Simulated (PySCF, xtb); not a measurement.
SnFI, SMILES [F][Sn][I] (connectivity only; charge and spin as stated), neutral, multiplicity 1.

Harmonic wavenumbers (cm⁻¹) from GFN2-xTB in xtb 6.7.1 at its own minimum, in rising order: 107, 224, 392.

Question: What does B3LYP-D3(BJ)/def2-TZVP in PySCF give at its own minimum? (The exact figures need the calculation; the answer reports its results.)

Answer: 121, 193, 571. Paired by order, the mean absolute difference is 75 cm⁻¹ and the zero-point energies are 1.0 and 1.3 kcal/mol.
